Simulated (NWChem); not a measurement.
Species: ammonia (NH3); SMILES N

```xyz
4

N      0.0000     0.0000     0.1388
H      0.6618     0.6618    -0.2664
H      0.2422    -0.9040    -0.2664
H     -0.9040     0.2422    -0.2664
```
Atoms are numbered in this order, from 1.

Coordinates come from a PBE0/def2-SVP optimisation. No frequency run checked for a minimum.

Problem. Give the principal values of the shielding tensors (ppm) of N1 from Hartree-Fock/6-31G* (spherical d), GIAO (NWChem), with their diamagnetic and paramagnetic parts as GIAO splits them.

Solution. 
| atom | σ11 | σ22 | σ33 | isotropic | diamagnetic | paramagnetic |
|---|---|---|---|---|---|---|
| N1 | 238.5 | 272.8 | 272.8 | 261.3 | 319.7 | -58.4 |
